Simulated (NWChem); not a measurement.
System: ZrH3I; SMILES [ZrH3][I]

Here is an NWChem input.

```
start job
memory heap 200 mb stack 900 mb global 1100 mb
geometry units angstroms
  Zr     1.319489    -0.299112     0.939109
  I     -0.986877     0.223713    -0.702381
  H      2.672834     0.390283    -0.105771
  H      0.903390     0.650500     2.463390
  H      1.255454    -2.136047     1.081060
end
basis spherical
  * library def2-svp
end
ecp
  Zr library def2-ecp
  I library def2-ecp
end
dft
  xc pbe0
  iterations 150
end
driver
  maxiter 120
end
task dft optimize
dft
  grid fine
  convergence energy 1d-8 density 1d-7
end
task dft freq numerical
```

Parts of the log:

```
             Northwest Computational Chemistry Package (NWChem) 7.3.0
             --------------------------------------------------------

 C3  symmetry detected

                             Geometry "geometry" -> ""
                             -------------------------

 Output coordinates in angstroms (scale by  1.889725989 to convert to a.u.)

  No.       Tag          Charge          X              Y              Z
 ---- ---------------- ---------- -------------- -------------- --------------
    1 Zr                  40.0000     0.00000000     0.00000000     1.57795336
    2 I                   53.0000     0.00000000     0.00000000    -1.30078933
    3 H                    1.0000     1.35975050     1.19063228     1.94123337
    4 H                    1.0000    -1.71099305     0.58226234     1.94123337
    5 H                    1.0000     0.35124255    -1.77289462     1.94123337

 Effective nuclear repulsion energy (a.u.)     447.3247243052

      Symmetry information
      --------------------

 Group name             C3
 Group number              5
 Group order               3
 No. of unique centers     3

                                Z-matrix (autoz)
                                --------

 Units are Angstrom for bonds and degrees for angles

      Type          Name      I     J     K     L     M      Value
      ----------- --------  ----- ----- ----- ----- ----- ----------
    1 Stretch                  1     2                       2.87874
    2 Stretch                  1     3                       1.84350
    3 Stretch                  1     4                       1.84350
    4 Stretch                  1     5                       1.84350
    5 Bend                     2     1     3               101.36507
    6 Bend                     2     1     4               101.36507
    7 Bend                     2     1     5               101.36507
    8 Bend                     3     1     4               116.21567
    9 Bend                     3     1     5               116.21567
   10 Bend                     4     1     5               116.21567

                           NWChem Geometry Optimization
                           ----------------------------

 maximum gradient threshold         (gmax) =   0.000450
 rms gradient threshold             (grms) =   0.000300
 maximum cartesian step threshold   (xmax) =   0.001800
 rms cartesian step threshold       (xrms) =   0.001200
 fixed trust radius                (trust) =   0.300000
 source of zmatrix                         =   autoz

          -------------------
          Energy Minimization
          -------------------

 Using diagonal initial Hessian
 Scaling for Hessian diagonals: bonds = 1.00  angles = 0.25  torsions = 0.10

          --------
          Step   0

                                 NWChem DFT Module
                                 -----------------

 Summary of "ao basis" -> "ao basis" (spherical)
 ------------------------------------------------------------------------------
       Tag                 Description            Shells   Functions and Types
 ---------------- ------------------------------  ------  ---------------------
 Zr                         def2-svp                11       31   5s3p2d1f
 I                          def2-svp                10       26   4s4p2d
 H                          def2-svp                 3        5   2s1p

      Symmetry analysis of basis
      --------------------------

        a          28
        e+         22
        e-         22

  Rotation of axis

            General Information
            -------------------
          SCF calculation type: DFT
          Wavefunction type:  closed shell.
          No. of atoms     :     5
          No. of electrons :    40
           Alpha electrons :    20
            Beta electrons :    20
          Charge           :     0
          Spin multiplicity:     1
          Use of symmetry is: on ; symmetry adaption is: on
          Maximum number of iterations: 150
          AO basis - number of functions:    72
                     number of shells:    30
          Convergence on energy requested:  1.00D-06
          Convergence on density requested:  1.00D-05
          Convergence on gradient requested:  5.00D-04

              XC Information
              --------------
                         PBE0 Method XC Functional
                     Hartree-Fock (Exact) Exchange  0.250
          PerdewBurkeErnzerhof Exchange Functional  0.750
            Perdew 1991 LDA Correlation Functional  1.000 local
           PerdewBurkeErnz. Correlation Functional  1.000 non-local

[...]

      ----------------------
      Optimization converged
      ----------------------

  Step       Energy      Delta E   Gmax     Grms     Xrms     Xmax
  ---- ---------------- -------- -------- -------- -------- --------
@    4    -346.53274475 -9.2D-07  0.00017  0.00010  0.00060  0.00176
                                     ok       ok       ok       ok

                                Z-matrix (autoz)
                                --------

 Units are Angstrom for bonds and degrees for angles

      Type          Name      I     J     K     L     M      Value     Gradient
      ----------- --------  ----- ----- ----- ----- ----- ---------- ----------
    1 Stretch                  1     2                       2.68848    0.00009
    2 Stretch                  1     3                       1.83881    0.00017
    3 Stretch                  1     4                       1.83881    0.00017
    4 Stretch                  1     5                       1.83881    0.00017
    5 Bend                     2     1     3               109.14135    0.00003
    6 Bend                     2     1     4               109.14135    0.00003
    7 Bend                     2     1     5               109.14135    0.00003
    8 Bend                     3     1     4               109.79907   -0.00003
    9 Bend                     3     1     5               109.79907   -0.00003
   10 Bend                     4     1     5               109.79907   -0.00003

                         Geometry "geometry" -> "geometry"
                         ---------------------------------

 Output coordinates in angstroms (scale by  1.889725989 to convert to a.u.)

  No.       Tag          Charge          X              Y              Z
 ---- ---------------- ---------- -------------- -------------- --------------
    1 Zr                  40.0000    -0.00000000     0.00000000     1.39610328
    2 I                   53.0000     0.00000000     0.00000000    -1.29238071
    3 H                    1.0000     1.30692767     1.14437925     1.99904719
    4 H                    1.0000    -1.64452534     0.55964294     1.99904719
    5 H                    1.0000     0.33759767    -1.70402219     1.99904719

 Effective nuclear repulsion energy (a.u.)     474.9511687888

      Symmetry information
      --------------------

 Group name             C3
 Group number              5
 Group order               3
 No. of unique centers     3

                Final and change from initial internal coordinates
                --------------------------------------------------

                                Z-matrix (autoz)
                                --------

 Units are Angstrom for bonds and degrees for angles

[...]

 Rotational Constants
 --------------------
 A=   1.847663 cm-1  (  2.658316 K)
 B=   0.042245 cm-1  (  0.060780 K)
 C=   0.042245 cm-1  (  0.060780 K)

 Temperature                      =   298.15K
 frequency scaling parameter      =   1.0000

 Zero-Point correction to Energy  =   11.106 kcal/mol  (  0.017698 au)
 Thermal correction to Energy     =   14.045 kcal/mol  (  0.022383 au)
 Thermal correction to Enthalpy   =   14.637 kcal/mol  (  0.023326 au)

 Total Entropy                    =   71.646 cal/mol-K
   - Translational                =   42.047 cal/mol-K (mol. weight = 219.8282)
   - Rotational                   =   23.502 cal/mol-K (symmetry #  =        3)
   - Vibrational                  =    6.097 cal/mol-K

 Cv (constant volume heat capacity) =   14.374 cal/mol-K
   - Translational                  =    2.979 cal/mol-K
   - Rotational                     =    2.979 cal/mol-K
   - Vibrational                    =    8.415 cal/mol-K

[normal modes left out]

 ----------------------------------------------------------------------------
 Normal Eigenvalue ||           Projected Infra Red Intensities
  Mode   [cm**-1]  || [atomic units] [(debye/angs)**2] [(KM/mol)] [arbitrary]
 ------ ---------- || -------------- ----------------- ---------- -----------
    1       -0.000 ||    0.000000           0.000         0.000       0.000
    2       -0.000 ||    0.000000           0.000         0.000       0.000
    3       -0.000 ||    0.000011           0.000         0.011       0.001
    4        0.000 ||    0.000011           0.000         0.011       0.001
    5        0.000 ||    0.000015           0.000         0.015       0.001
    6        0.000 ||    0.000015           0.000         0.015       0.001
    7      225.893 ||    0.008994           0.208         8.768       0.761
    8      309.777 ||    0.029776           0.687        29.027       2.519
    9      309.777 ||    0.029776           0.687        29.027       2.519
   10      546.934 ||    0.251216           5.796       244.897      21.255
   11      600.679 ||    0.092883           2.143        90.546       7.859
   12      600.679 ||    0.092883           2.143        90.546       7.859
   13     1714.068 ||    0.475501          10.970       463.542      40.232
   14     1714.068 ||    0.475501          10.970       463.542      40.232
   15     1750.446 ||    0.316254           7.296       308.300      26.758
 ----------------------------------------------------------------------------
```

Level: PBE0/def2-SVP with def2 effective core potentials on Zr, I. def2 effective core potentials on Zr, I; no spin-orbit coupling.
